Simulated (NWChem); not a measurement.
All runs are NWChem calculations. System: Cu2, charge 0, spin multiplicity 1, at a geometry optimised with PBE/def2-SVP. The structure started from a generated list of species. Level: constrained PBE0/def2-SVP.

The NWChem input:

```
start mol
memory heap 200 mb stack 900 mb global 1100 mb
geometry units angstroms nocenter noautoz noautosym
  Cu     0.000000     0.000000     1.076541
  Cu     0.000000     0.000000    -1.076541
end
basis spherical
  * library def2-svp
end
dft
  xc pbe0
  semidirect memsize 60000000 filesize 0
  iterations 100
  convergence nolevelshifting
  cdft 2 2 charge 0.3 pop becke
end
task dft energy
```

Output (cleaned and shortened):

```
             Northwest Computational Chemistry Package (NWChem) 7.3.0
             --------------------------------------------------------

                                NWChem Input Module
                                -------------------

 Scaling coordinates for geometry "geometry" by  1.889725989
 (inverse scale =  0.529177249)

                             Geometry "geometry" -> ""
                             -------------------------

 Output coordinates in angstroms (scale by  1.889725989 to convert to a.u.)

  No.       Tag          Charge          X              Y              Z
 ---- ---------------- ---------- -------------- -------------- --------------
    1 Cu                  29.0000     0.00000000     0.00000000     1.07654100
    2 Cu                  29.0000     0.00000000     0.00000000    -1.07654100

 Effective nuclear repulsion energy (a.u.)     206.6981500977

            Nuclear Dipole moment (a.u.)
            ----------------------------
        X                 Y               Z
 ---------------- ---------------- ----------------
     0.0000000000     0.0000000000     0.0000000000


 Summary of "ao basis" -> "" (spherical)
 ------------------------------------------------------------------------------
       Tag                 Description            Shells   Functions and Types
 ---------------- ------------------------------  ------  ---------------------
 *                          def2-svp                  on all atoms

                                 NWChem DFT Module
                                 -----------------

 Summary of "ao basis" -> "ao basis" (spherical)
 ------------------------------------------------------------------------------
       Tag                 Description            Shells   Functions and Types
 ---------------- ------------------------------  ------  ---------------------
 Cu                         def2-svp                11       31   5s3p2d1f

 Summary of "ao basis" -> "ao basis" (spherical)
 ------------------------------------------------------------------------------
       Tag                 Description            Shells   Functions and Types
 ---------------- ------------------------------  ------  ---------------------
 Cu                         def2-svp                11       31   5s3p2d1f

            General Information
            -------------------
          SCF calculation type: DFT
          Wavefunction type:  closed shell.
          No. of atoms     :     2
          No. of electrons :    58
           Alpha electrons :    29
            Beta electrons :    29
          Charge           :     0
          Spin multiplicity:     1
          Use of symmetry is: off; symmetry adaption is: off
          Maximum number of iterations: 100
          AO basis - number of functions:    62
                     number of shells:    22
          Convergence on energy requested:  1.00D-06
          Convergence on density requested:  1.00D-05
          Convergence on gradient requested:  5.00D-04

              XC Information
              --------------
                         PBE0 Method XC Functional
                     Hartree-Fock (Exact) Exchange  0.250
          PerdewBurkeErnzerhof Exchange Functional  0.750
            Perdew 1991 LDA Correlation Functional  1.000 local
           PerdewBurkeErnz. Correlation Functional  1.000 non-local

             Grid Information
             ----------------
          Grid used for XC integration:  medium
          Radial quadrature: Mura-Knowles
          Angular quadrature: Lebedev.
          Tag              B.-S. Rad. Rad. Pts. Rad. Cut. Ang. Pts.
          ---              ---------- --------- --------- ---------
          Cu                  1.35      112          12.0       590
          Grid pruning is: on
          Number of quadrature shells:   224
          Spatial weights used:  Erf1

          Convergence Information
          -----------------------
          Convergence aids based upon iterative change in
          total energy or number of iterations.
          Levelshifting, if invoked, occurs when the
          HOMO/LUMO gap drops below (HL_TOL):  1.00D-02
          DIIS, if invoked, will attempt to extrapolate
          using up to (NFOCK): 10 stored Fock matrices.

                    Damping( 0%)  Levelshifting(0.0)       DIIS
                  --------------- ------------------- ---------------
          dE  on:    start             N/A                start
          dE off:    2 iters           N/A              100 iters

      Screening Tolerance Information
      -------------------------------
          Density screening/tol_rho:  1.00D-10
          AO Gaussian exp screening on grid/accAOfunc:  14
          CD Gaussian exp screening on grid/accCDfunc:  20
          XC Gaussian exp screening on grid/accXCfunc:  20
          Schwarz screening/accCoul:  1.00D-08

      Superposition of Atomic Density Guess
      -------------------------------------

 Sum of atomic energies:       -3277.37045194

      Non-variational initial energy
      ------------------------------

 Total energy =   -3276.924454
 1-e energy   =   -4976.300659
 2-e energy   =    1492.678055
 HOMO         =      -0.474137
 LUMO         =      -0.132910

------------------------------------------------------------
EAF file 0: "./mol.aoints.0" size=524288 bytes
------------------------------------------------------------
               write      read    awrite     aread      wait
               -----      ----    ------     -----      ----
     calls:        1         0         0         0         0
   data(b): 5.24e+05  0.00e+00  0.00e+00  0.00e+00
   time(s): 0.00e+00  0.00e+00  0.00e+00  0.00e+00  0.00e+00
rate(mb/s): 0.00e+00  0.00e+00
------------------------------------------------------------

   convergence    iter        energy       DeltaE   RMS-Dens  Diis-err    time
 ---------------- ----- ----------------- --------- --------- ---------  ------
 d= 0,ls=0.0,diis     1  -3279.7771316603 -3.49D+03  1.60D-01  3.48D+00     1.0
 CDFT multipliers:
      1        0.0041756098
      iter =    6
 d= 0,ls=0.0,diis     2  -3275.6134446894  4.16D+00  1.52D-01  5.88D+01     1.1
 CDFT multipliers:
      1        0.0927703640
      iter =    6
 d= 0,ls=0.0,diis     3  -3280.0328726496 -4.42D+00  6.36D-03  1.27D-02     1.2
 CDFT multipliers:
      1        0.1185569651
      iter =    6
 d= 0,ls=0.0,diis     4  -3280.0354101453 -2.54D-03  9.66D-04  5.56D-03     1.3
 CDFT multipliers:
      1        0.1206407820
      iter =    6
 d= 0,ls=0.0,diis     5  -3280.0356607094 -2.51D-04  4.02D-04  3.23D-03     1.4
 CDFT multipliers:
      1        0.1169022768
      iter =    5
  Resetting Diis
 d= 0,ls=0.0,diis     6  -3280.0358666762 -2.06D-04  1.65D-04  8.33D-05     1.5
 CDFT multipliers:
      1        0.1165662780
      iter =    2
 d= 0,ls=0.0,diis     7  -3280.0358755063 -8.83D-06  8.89D-05  1.54D-05     1.6
 CDFT multipliers:
      1       -0.0002624842
      iter =    2
 d= 0,ls=0.0,diis     8  -3280.0358749104  5.96D-07  8.30D-07  2.35D-02     1.7
 CDFT multipliers:
      1        0.1163051083
      iter =    2
 d= 0,ls=0.0,diis     9  -3280.0358750339 -1.24D-07  5.89D-05  3.79D-05     1.8
 CDFT multipliers:
      1        0.1164036331
      iter =    2
 d= 0,ls=0.0,diis    10  -3280.0358776975 -2.66D-06  2.63D-05  8.62D-07     1.9
 CDFT multipliers:
      1        0.1163170210
      iter =    2
 d= 0,ls=0.0,diis    11  -3280.0358778625 -1.65D-07  1.26D-05  5.99D-08     2.0
 CDFT multipliers:
      1        0.1163018587
      iter =    2
 d= 0,ls=0.0,diis    12  -3280.0358778821 -1.95D-08  1.24D-06  1.35D-08     2.2
  CDFT final multipliers
      1        0.1163094830

         Total DFT energy =    -3280.035877883272
      One electron energy =    -4989.672630795433
           Coulomb energy =     1636.939213585985
    Exchange-Corr. energy =     -134.000610771565
 Nuclear repulsion energy =      206.698150097742

 Numeric. integr. density =       58.000000007533

     Total iterative time =      1.8s

                       DFT Final Molecular Orbital Analysis
                       ------------------------------------

 Vector   27  Occ=2.000000D+00  E=-1.590223D-01
              MO Center=  3.2D-10, -3.8D-10, -3.0D-01, r^2= 1.5D+00
   Bfn.  Coefficient  Atom+Function         Bfn.  Coefficient  Atom+Function
  ----- ------------  ---------------      ----- ------------  ---------------
    47      0.480921  2 Cu d -1              49      0.482546  2 Cu d  1
    16      0.363039  1 Cu d -1              18      0.364266  1 Cu d  1
    52      0.180223  2 Cu d -1              54      0.180832  2 Cu d  1
    21      0.132812  1 Cu d -1              23      0.133260  1 Cu d  1
    12     -0.052674  1 Cu px                13      0.052497  1 Cu py

 Vector   28  Occ=2.000000D+00  E=-1.585365D-01
              MO Center=  4.7D-10,  2.8D-09,  3.1D-01, r^2= 1.9D+00
   Bfn.  Coefficient  Atom+Function         Bfn.  Coefficient  Atom+Function
  ----- ------------  ---------------      ----- ------------  ---------------
    17      0.569480  1 Cu d  0               4     -0.497817  1 Cu s
    48     -0.495293  2 Cu d  0              22      0.209396  1 Cu d  0
     3      0.182650  1 Cu s                 53     -0.183549  2 Cu d  0
    14      0.121486  1 Cu pz                45      0.090796  2 Cu pz
    35      0.079413  2 Cu s                 36     -0.043556  2 Cu s

 Vector   29  Occ=2.000000D+00  E=-1.415623D-01
              MO Center=  4.8D-09, -1.6D-09,  1.1D-02, r^2= 3.3D+00
   Bfn.  Coefficient  Atom+Function         Bfn.  Coefficient  Atom+Function
  ----- ------------  ---------------      ----- ------------  ---------------
     4      0.444079  1 Cu s                 48     -0.430627  2 Cu d  0
    35      0.398977  2 Cu s                  3     -0.244410  1 Cu s
     5      0.236707  1 Cu s                 34     -0.209716  2 Cu s
    53     -0.159390  2 Cu d  0              17      0.095267  1 Cu d  0
    45      0.067566  2 Cu pz                42     -0.053115  2 Cu pz

 Vector   30  Occ=0.000000D+00  E=-4.588213D-03
              MO Center=  3.7D-09, -3.1D-09, -5.8D-02, r^2= 7.5D+00
   Bfn.  Coefficient  Atom+Function         Bfn.  Coefficient  Atom+Function
  ----- ------------  ---------------      ----- ------------  ---------------
     5      0.884412  1 Cu s                 36     -0.634515  2 Cu s
    35     -0.607319  2 Cu s                 34      0.264097  2 Cu s
    14      0.217957  1 Cu pz                 4      0.138628  1 Cu s
    45      0.123763  2 Cu pz                 3     -0.108762  1 Cu s
    17      0.098378  1 Cu d  0              11     -0.096609  1 Cu pz

 Vector   31  Occ=0.000000D+00  E= 9.954093D-02
              MO Center=  1.3D-09,  4.4D-10,  6.4D-01, r^2= 9.9D+00
   Bfn.  Coefficient  Atom+Function         Bfn.  Coefficient  Atom+Function
  ----- ------------  ---------------      ----- ------------  ---------------
     5      1.609253  1 Cu s                  4     -1.430098  1 Cu s
    45     -0.289568  2 Cu pz                 3      0.264435  1 Cu s
    35     -0.202105  2 Cu s                 36      0.143400  2 Cu s
    14      0.131977  1 Cu pz                42      0.130600  2 Cu pz
    48      0.098190  2 Cu d  0              11     -0.071562  1 Cu pz

 Vector   32  Occ=0.000000D+00  E= 1.236912D-01
              MO Center= -2.9D-09, -3.7D-09,  3.4D-01, r^2= 3.2D+00
   Bfn.  Coefficient  Atom+Function         Bfn.  Coefficient  Atom+Function
  ----- ------------  ---------------      ----- ------------  ---------------
    12      0.547247  1 Cu px                13      0.549217  1 Cu py
    43      0.354632  2 Cu px                44      0.355909  2 Cu py
     9     -0.166803  1 Cu px                10     -0.167404  1 Cu py
    40     -0.118202  2 Cu px                41     -0.118627  2 Cu py
    47     -0.068602  2 Cu d -1              49      0.068356  2 Cu d  1

     ---------------------------------------------
      Total Density - Mulliken Population Analysis
     ---------------------------------------------

    Atom       Charge   Shell Charges
 -----------   ------   -------------------------------------------------------
    1 Cu  29    29.53   2.00  2.00  2.00  1.18  0.37  6.00  6.00  0.08  7.88  2.02  0.00
    2 Cu  29    28.47   2.00  2.00  2.00  0.55 -0.05  6.00  6.00  0.07  7.91  1.99  0.00

     -------------------------------------------
      Total Density - Lowdin Population Analysis
     -------------------------------------------

    Atom       Charge   Shell Charges
 -----------   ------   -------------------------------------------------------
    1 Cu  29    29.32   2.00  2.00  1.98  0.85  0.49  5.99  5.88  0.19  7.70  2.22  0.00
    2 Cu  29    28.68   2.00  2.00  1.96  0.45  0.23  5.99  5.89  0.24  7.73  2.20  0.00

 center of mass
 --------------
 x =   0.00000000 y =   0.00000000 z =   0.00000000

 moments of inertia (a.u.)
 ------------------
         520.888977941233           0.000000000000           0.000000000000
           0.000000000000         520.888977941233           0.000000000000
           0.000000000000           0.000000000000           0.000000000000

     Multipole analysis of the density
     ---------------------------------

     L   x y z        total         alpha         beta         nuclear
     -   - - -        -----         -----         ----         -------
     0   0 0 0     -0.000000    -29.000000    -29.000000     58.000000

     1   1 0 0     -0.000000     -0.000000     -0.000000      0.000000
     1   0 1 0     -0.000000     -0.000000     -0.000000      0.000000
     1   0 0 1     -1.776794     -0.888397     -0.888397      0.000000

     2   2 0 0    -20.308911    -10.154455    -10.154455      0.000000
     2   1 1 0      0.000004      0.000002      0.000002      0.000000
     2   1 0 1     -0.000000     -0.000000     -0.000000      0.000000
     2   0 2 0    -20.308911    -10.154455    -10.154455      0.000000
     2   0 1 1      0.000000      0.000000      0.000000      0.000000
     2   0 0 2    -15.634187   -127.837977   -127.837977    240.041767

 Task  times  cpu:        2.2s     wall:        2.2s

 Total times  cpu:        2.3s     wall:        2.3s
```
